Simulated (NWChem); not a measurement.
System: TiNHClF; SMILES [NH]=[Ti]([F])[Cl]

NWChem printed, in part:

```
             Northwest Computational Chemistry Package (NWChem) 7.3.0
             --------------------------------------------------------

                             Geometry "geometry" -> ""
                             -------------------------

 Output coordinates in angstroms (scale by  1.889725989 to convert to a.u.)

  No.       Tag          Charge          X              Y              Z
 ---- ---------------- ---------- -------------- -------------- --------------
    1 Ti                  22.0000    -0.02333400    -0.35540100     0.14184200
    2 N                    7.0000    -1.42242500    -1.02802600    -0.45855400
    3 H                    1.0000    -2.18723800    -1.49215000    -0.96633800
    4 F                    9.0000     1.41339800    -1.34123300    -0.20921100
    5 Cl                  17.0000     0.06881600     1.88119200     0.03321400

 Effective nuclear repulsion energy (a.u.)     261.4243736065

                              NWChem Property Module
                              ----------------------

  itol2e modified to match energy
  convergence criterion.

                                 NWChem DFT Module
                                 -----------------

 Summary of "ao basis" -> "ao basis" (spherical)
 ------------------------------------------------------------------------------
       Tag                 Description            Shells   Functions and Types
 ---------------- ------------------------------  ------  ---------------------
 Ti                          6-31g*                 12       34   5s4p2d1f
 N                           6-31g*                  6       14   3s2p1d
 H                           6-31g*                  2        2   2s
 F                           6-31g*                  6       14   3s2p1d
 Cl                          6-31g*                  8       18   4s3p1d

  itol2e modified to match energy
  convergence criterion.

            General Information
            -------------------
          SCF calculation type: DFT
          Wavefunction type:  closed shell.
          No. of atoms     :     5
          No. of electrons :    56
           Alpha electrons :    28
            Beta electrons :    28
          Charge           :     0
          Spin multiplicity:     1
          Use of symmetry is: off; symmetry adaption is: off
          Maximum number of iterations: 150
          AO basis - number of functions:    82
                     number of shells:    34
          Convergence on energy requested:  1.00D-07
          Convergence on density requested:  1.00D-05
          Convergence on gradient requested:  5.00D-04

              XC Information
              --------------
                         PBE0 Method XC Functional
                     Hartree-Fock (Exact) Exchange  0.250
          PerdewBurkeErnzerhof Exchange Functional  0.750
            Perdew 1991 LDA Correlation Functional  1.000 local
           PerdewBurkeErnz. Correlation Functional  1.000 non-local

             Grid Information
             ----------------
          Grid used for XC integration:  fine
          Radial quadrature: Mura-Knowles
          Angular quadrature: Lebedev.
          Tag              B.-S. Rad. Rad. Pts. Rad. Cut. Ang. Pts.
          ---              ---------- --------- --------- ---------
          Ti                  1.40      140          10.0       974
          N                   0.65       70          10.0       590
          H                   0.35       60          11.0       590
          F                   0.50       70          10.0       590
          Cl                  1.00      123          11.0       770
          Grid pruning is: on
          Number of quadrature shells:   463
          Spatial weights used:  Erf1

      Superposition of Atomic Density Guess
      -------------------------------------

 Sum of atomic energies:       -1461.91609511

      Non-variational initial energy
      ------------------------------

 Total energy =   -1461.975034
 1-e energy   =   -2531.485860
 2-e energy   =     808.086453
 HOMO         =      -0.371048
 LUMO         =      -0.076135

   convergence    iter        energy       DeltaE   RMS-Dens  Diis-err
 ---------------- ----- ----------------- --------- --------- ---------
 d= 0,ls=0.0,diis     1  -1463.8172446147 -1.73D+03  5.61D-02  3.42D+00
 d= 0,ls=0.0,diis     2  -1447.1396936203  1.67D+01  4.01D-02  1.49D+02
 d= 0,ls=0.0,diis     3  -1462.2738114096 -1.51D+01  1.55D-02  2.08D+01
 d= 0,ls=0.0,diis     4  -1463.9629977800 -1.69D+00  7.84D-03  4.78D+00
 d= 0,ls=0.0,diis     5  -1463.9856972382 -2.27D-02  5.04D-03  4.00D+00
 d= 0,ls=0.0,diis     6  -1464.3073711612 -3.22D-01  3.61D-03  7.88D-01
 d= 0,ls=0.0,diis     7  -1464.3832624170 -7.59D-02  1.88D-03  5.48D-02
  Resetting Diis
 d= 0,ls=0.0,diis     8  -1464.3905262146 -7.26D-03  3.24D-04  9.65D-04
 d= 0,ls=0.0,diis     9  -1464.3906445413 -1.18D-04  2.36D-04  9.31D-05
 d= 0,ls=0.0,diis    10  -1464.3905519237  9.26D-05  1.68D-04  9.19D-04
 d= 0,ls=0.0,diis    11  -1464.3906565595 -1.05D-04  4.58D-05  2.54D-05
 d= 0,ls=0.0,diis    12  -1464.3906597544 -3.19D-06  1.11D-05  9.46D-07
 d= 0,ls=0.0,diis    13  -1464.3906599515 -1.97D-07  1.12D-05  1.59D-07
 d= 0,ls=0.0,diis    14  -1464.3906600334 -8.18D-08  3.38D-06  5.87D-08

         Total DFT energy =    -1464.390660033369
      One electron energy =    -2534.848522793006
           Coulomb energy =      896.613548109391
    Exchange-Corr. energy =      -87.580058956246
 Nuclear repulsion energy =      261.424373606492

 Numeric. integr. density =       56.000000233314

                       DFT Final Molecular Orbital Analysis
                       ------------------------------------

 Vector   26  Occ=2.000000D+00  E=-3.370634D-01
              MO Center= -2.0D-02,  1.5D+00,  6.0D-03, r^2= 2.2D+00
   Bfn.  Coefficient  Atom+Function         Bfn.  Coefficient  Atom+Function
  ----- ------------  ---------------      ----- ------------  ---------------
    71      0.587550  5 Cl px                75      0.331009  5 Cl px
    73     -0.271177  5 Cl pz                67     -0.231268  5 Cl px
    77     -0.156891  5 Cl pz                38     -0.124472  2 N  py
    69      0.106943  5 Cl pz                18      0.094920  1 Ti d -2
    23      0.094909  1 Ti d -2              53     -0.090818  4 F  px

 Vector   27  Occ=2.000000D+00  E=-3.116307D-01
              MO Center= -9.6D-01, -7.0D-01, -2.4D-01, r^2= 1.9D+00
   Bfn.  Coefficient  Atom+Function         Bfn.  Coefficient  Atom+Function
  ----- ------------  ---------------      ----- ------------  ---------------
    39      0.423471  2 N  pz                43      0.338872  2 N  pz
    21      0.231479  1 Ti d  1              37     -0.186066  2 N  px
    20     -0.162142  1 Ti d  0              26      0.156248  1 Ti d  1
    71     -0.145382  5 Cl px                41     -0.144474  2 N  px
    25     -0.113723  1 Ti d  0              38     -0.108537  2 N  py

 Vector   28  Occ=2.000000D+00  E=-2.885133D-01
              MO Center= -8.7D-01, -4.4D-01, -2.8D-01, r^2= 2.8D+00
   Bfn.  Coefficient  Atom+Function         Bfn.  Coefficient  Atom+Function
  ----- ------------  ---------------      ----- ------------  ---------------
    38      0.407128  2 N  py                42      0.326461  2 N  py
    71      0.260978  5 Cl px                37     -0.257582  2 N  px
    41     -0.207976  2 N  px                75      0.151217  5 Cl px
    22      0.146954  1 Ti d  2              73      0.140735  5 Cl pz
    54     -0.128047  4 F  py                18     -0.119762  1 Ti d -2

 Vector   29  Occ=0.000000D+00  E=-1.126933D-01
              MO Center= -8.9D-02, -4.4D-01,  4.7D-01, r^2= 1.9D+00
   Bfn.  Coefficient  Atom+Function         Bfn.  Coefficient  Atom+Function
  ----- ------------  ---------------      ----- ------------  ---------------
    20      0.510404  1 Ti d  0              10     -0.375005  1 Ti s
    25      0.356605  1 Ti d  0              14      0.266455  1 Ti s
     6      0.167969  1 Ti s                 19     -0.163231  1 Ti d -1
    21      0.151893  1 Ti d  1              13      0.124719  1 Ti pz
    24     -0.116415  1 Ti d -1              26      0.098105  1 Ti d  1

 Vector   30  Occ=0.000000D+00  E=-8.735654D-02
              MO Center= -1.8D-02, -2.4D-01,  1.8D-01, r^2= 1.4D+00
   Bfn.  Coefficient  Atom+Function         Bfn.  Coefficient  Atom+Function
  ----- ------------  ---------------      ----- ------------  ---------------
    19      0.610155  1 Ti d -1              24      0.419546  1 Ti d -1
    21      0.215264  1 Ti d  1              73     -0.191202  5 Cl pz
    12      0.145524  1 Ti py                26      0.141608  1 Ti d  1
    55      0.120403  4 F  pz                20      0.117834  1 Ti d  0
    77     -0.116933  5 Cl pz                13      0.115141  1 Ti pz

 Vector   31  Occ=0.000000D+00  E=-5.806034D-02
              MO Center= -1.8D-01, -4.8D-01,  1.2D-01, r^2= 2.1D+00
   Bfn.  Coefficient  Atom+Function         Bfn.  Coefficient  Atom+Function
  ----- ------------  ---------------      ----- ------------  ---------------
    21      0.477885  1 Ti d  1              26      0.318835  1 Ti d  1
    18      0.305661  1 Ti d -2              43     -0.230304  2 N  pz
    39     -0.227693  2 N  pz                23      0.204342  1 Ti d -2
    22      0.189863  1 Ti d  2              13     -0.158791  1 Ti pz
    17     -0.137929  1 Ti pz                19     -0.126357  1 Ti d -1

     Multipole analysis of the density
     ---------------------------------

     L   x y z        total         alpha         beta         nuclear
     -   - - -        -----         -----         ----         -------
     0   0 0 0     -0.000000    -28.000000    -28.000000     56.000000

     1   1 0 0     -0.479208     -1.404519     -1.404519      2.329830
     1   0 1 0     -0.851358     -3.640115     -3.640115      6.428872
     1   0 0 1      0.673100      2.579610      2.579610     -4.486121

     2   2 0 0    -29.887010    -81.041745    -81.041745    132.196479
     2   1 1 0      2.802077      3.505020      3.505020     -4.207963
     2   1 0 1      1.413105     -6.407326     -6.407326     14.227756
     2   0 2 0    -34.128947   -175.538240   -175.538240    316.947533
     2   0 1 1     -0.485358    -13.134794    -13.134794     25.784230
     2   0 0 2    -25.899756    -18.772516    -18.772516     11.645276

          -----------------------
          Electric field gradient
          -----------------------

 1 a.u. = 0.324123 10**(16) esu/cm**3  ( or statvolts/cm**2 ) = 0.97174 10**(22) v/m**2

 ------------------------------------------------------------
   Atom      X         Y         Z
 ------------------------------------------------------------
    1 Ti  -0.04409  -0.67161   0.26804
 ------------------------------------------------------------

 Electric field gradient in molecular frame (a.u.)
         XX             YY             ZZ             XY             XZ             YZ
 ------------------------------------------------------------------------------------------
        0.891878       0.400262      -1.292140       0.238629       0.469813       0.488517

 Principal components (a.u.) and orientation
 of principal axis w.r.t. absolute frame                      Asymmetry parameter eta
 --------------------------------------------------------------------------------------
       -1.489286       1.151435       0.337851                       0.546291

       -0.166568       0.862137      -0.478513
       -0.227039       0.438719       0.869471
        0.959536       0.253467       0.122663

 ------------------------------------------------------------
   Atom      X         Y         Z
 ------------------------------------------------------------
    2 N   -2.68799  -1.94269  -0.86654
 ------------------------------------------------------------

 Electric field gradient in molecular frame (a.u.)
         XX             YY             ZZ             XY             XZ             YZ
 ------------------------------------------------------------------------------------------
       -0.022544       0.162598      -0.140053      -0.217182      -0.021051       0.065330

 Principal components (a.u.) and orientation
 of principal axis w.r.t. absolute frame                      Asymmetry parameter eta
 --------------------------------------------------------------------------------------
        0.315718      -0.177886      -0.137833                       0.126862

       -0.540984       0.660051       0.521219
        0.828654       0.524259       0.196178
        0.143766      -0.538039       0.830569

 ------------------------------------------------------------
   Atom      X         Y         Z
 ------------------------------------------------------------
    3 H   -4.13328  -2.81975  -1.82611
 ------------------------------------------------------------

 Electric field gradient in molecular frame (a.u.)
         XX             YY             ZZ             XY             XZ             YZ
 ------------------------------------------------------------------------------------------
       -0.118227       0.073736       0.044491      -0.186840      -0.198467      -0.119013

 Principal components (a.u.) and orientation
 of principal axis w.r.t. absolute frame                      Asymmetry parameter eta
 --------------------------------------------------------------------------------------
       -0.363538       0.188016       0.175522                       0.034367

        0.743273      -0.569894      -0.350378
        0.451856       0.813888      -0.365256
        0.493326       0.113165       0.862452

 ------------------------------------------------------------
   Atom      X         Y         Z
 ------------------------------------------------------------
    4 F    2.67093  -2.53456  -0.39535
 ------------------------------------------------------------

 Electric field gradient in molecular frame (a.u.)
         XX             YY             ZZ             XY             XZ             YZ
 ------------------------------------------------------------------------------------------
       -0.195832       0.190526       0.005306       0.287594       0.082529       0.188998

 Principal components (a.u.) and orientation
 of principal axis w.r.t. absolute frame                      Asymmetry parameter eta
 --------------------------------------------------------------------------------------
        0.440915      -0.349980      -0.090935                       0.587517

        0.417590       0.873479      -0.250307
        0.802009      -0.483806      -0.350304
        0.427083       0.054465       0.902571

 ------------------------------------------------------------
   Atom      X         Y         Z
 ------------------------------------------------------------
    5 Cl   0.13004   3.55494   0.06277
 ------------------------------------------------------------

 Electric field gradient in molecular frame (a.u.)
         XX             YY             ZZ             XY             XZ             YZ
 ------------------------------------------------------------------------------------------
        0.543051      -0.495616      -0.047435      -0.124847       0.145673      -0.069882

 Principal components (a.u.) and orientation
 of principal axis w.r.t. absolute frame                      Asymmetry parameter eta
 --------------------------------------------------------------------------------------
        0.594404      -0.516515      -0.077889                       0.737926

        0.964470       0.100484      -0.244338
       -0.125376       0.988153      -0.088517
        0.232548       0.116006       0.965642
```

Level: PBE0/6-31G* (spherical d). All runs use the structure optimised with PBE-D3(BJ)/def2-SVP. NWChem prints the field gradient with the sign opposite to the second derivative of the potential.

Q: Reconstruct the input file.

A: One answer among several that fit: the input that was run:
```
start job
memory heap 200 mb stack 900 mb global 1100 mb
geometry units angstroms noautosym nocenter noautoz
  Ti    -0.023334    -0.355401     0.141842
  N     -1.422425    -1.028026    -0.458554
  H     -2.187238    -1.492150    -0.966338
  F      1.413398    -1.341233    -0.209211
  Cl     0.068816     1.881192     0.033214
end
basis spherical
  Ti library 6-31g*
  N library 6-31g*
  H library 6-31g*
  F library 6-31g*
  Cl library 6-31g*
end
dft
  xc pbe0
  iterations 150
end
property
  efieldgrad
end
task dft property
```
